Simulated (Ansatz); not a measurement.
```yaml
crystal:
  periodic: [false, false, false]
  atoms:
    - {symbol: C, position_ang: [-0.141747, 1.198778, -0.398447]}
    - {symbol: Si, position_ang: [0.056190, -0.265624, 0.740323]}
    - {symbol: F, position_ang: [1.599786, -0.337637, 1.187078]}
    - {symbol: Se, position_ang: [-0.541563, -2.129037, -0.428601]}
    - {symbol: H, position_ang: [-1.174903, 1.278857, -0.741505]}
    - {symbol: H, position_ang: [0.126905, 2.119990, 0.122492]}
    - {symbol: H, position_ang: [0.514798, 1.088380, -1.266542]}
    - {symbol: H, position_ang: [-0.347366, -3.010908, 0.729302]}
basis:
  gaussian: {orbitals: cc-pVTZ-DK, fitting: {mean_field: def2-universal-jkfit}, final_grid: {core_spheres: 20, valence_spheres: 16, degree: 47}}
magnetization: {spin_polarized: true, initial_magnetization: 1}
hamiltonian: {xc: {name: B3LYP}}
scf: {max_iter: 3}
output: {forces: true}
```

```sh
$ ansatz run in.yaml --threads 2 --pin off --events-out ev --progress --plain --max-ram 22528MiB --backend cpu
```

It prints (some lines left out):

```
Error: invalid value for `basis.gaussian`: such a run doesn't read scf.max_iter; remove what it names
```

(1) Something in this input is off. What?

## Answers

(1) The input holds a key that doesn't belong there. The input was rejected before any iteration.

B3LYP here is the variant with VWN-RPA as its local correlation; programs differ in this.
